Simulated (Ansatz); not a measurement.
Ansatz (a quantum-chemistry and plane-wave program) input for C₃HCl₂F, SMILES FC=C=C(Cl)Cl, CAM-B3LYP/def2-SVPD. Coordinates come from a PBE0-D3(BJ)/def2-SVP optimisation.

Ansatz 0.2 input:
```yaml
crystal:
  periodic: [false, false, false]
  atoms:
    - {symbol: F, position_ang: [-3.07927014, -0.48402362, 0.00000000]}
    - {symbol: C, position_ang: [-2.15877906, 0.47150547, 0.00000000]}
    - {symbol: C, position_ang: [-0.87151051, 0.23670170, 0.00000000]}
    - {symbol: C, position_ang: [0.42397209, 0.06891417, 0.00000000]}
    - {symbol: Cl, position_ang: [1.35126748, -0.05250290, -1.45164465]}
    - {symbol: Cl, position_ang: [1.35126749, -0.05250290, 1.45164464]}
    - {symbol: H, position_ang: [-2.59175857, 1.47858317, 0.00000001]}
basis:
  gaussian:
    orbitals: def2-SVPD
hamiltonian:
  xc: {name: CAM-B3LYP}
```

It prints:

```
WARN ansatz: RAYON_NUM_THREADS=1 ignored (pool sized by the plan → 1); use --threads N
Functional definition: CAM-B3LYP
integrals: 0.11 GiB planned
1308 factors; their error is unknown
integrals: 0.14 GiB planned
450 factors; integrals over basis functions are off by at most 2.9e-5 eV
mean field: 0.91 GiB planned
mean field evaluation 1: about -30870.9676 eV, gradient 3.4e1 eV
mean field evaluation 2: about -30870.4610 eV, gradient 3.8e1 eV
mean field evaluation 4: about -30873.5753 eV, gradient 2.5e0 eV
mean field evaluation 8: about -30873.5911 eV, gradient 9.1e-2 eV
mean field evaluation 16: about -30873.6982 eV, gradient 3.1e-5 eV
mean field -30873.69816203 eV, -1134.5874805105 hartree, gradient 3.1e-5 eV, S^2 0.000000; 0 other end points of the search recorded, 0 dependent functions left out
reference -30873.69829699 eV, -1134.5874854700 hartree; 31, 31 occupied and 114, 114 virtual orbitals, 1308 factors
Total energy: -30873.69829699 eV, -1134.5874854700 hartree
```

The run converged.
